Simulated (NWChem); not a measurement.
# C2H4ClF; SMILES F[C@H](C)Cl

Computed with NWChem. Pople sets run with spherical d functions. Each level has its own optimisation; frequencies are unscaled. Brackets give each atom's bonded neighbours.

```
level                                 r C–C (Å)  r C–F (Å)  r C–Cl (Å)  r C–H [C(CClFH)–H(C)] (Å)  highest harmonic frequency (cm⁻¹)  lowest (cm⁻¹)  zero-point energy (kcal/mol)  dipole (D)
------------------------------------  ---------  ---------  ----------  -------------------------  ---------------------------------  -------------  ----------------------------  ----------
Hartree-Fock/3-21G                        1.503      1.375         ___                        ___                                ___            268                           ___         ___
B3LYP/6-31G*                              1.511      1.368       1.820                      1.092                               3165            263                          37.3        2.29
PBE/def2-SVP                              1.511      1.369       1.814                      1.110                               3104            259                          35.8        2.01
LDA (Slater exchange, VWN5)/def2-SVP      1.493      1.349       1.788                      1.114                               3103            264                          35.8        1.95
PBE0/def2-SVP                             1.502      1.354       1.790                      1.101                               3196            265                          37.2        2.12
```

**Question.** What belongs in the gaps?

**Answer.** 
- Hartree-Fock/3-21G, r C–Cl (Å): 1.896
- Hartree-Fock/3-21G, r C–H [C(CClFH)–H(C)] (Å): 1.070
- Hartree-Fock/3-21G, highest harmonic frequency (cm⁻¹): 3381
- Hartree-Fock/3-21G, zero-point energy (kcal/mol): 39.6
- Hartree-Fock/3-21G, dipole (D): 3.27
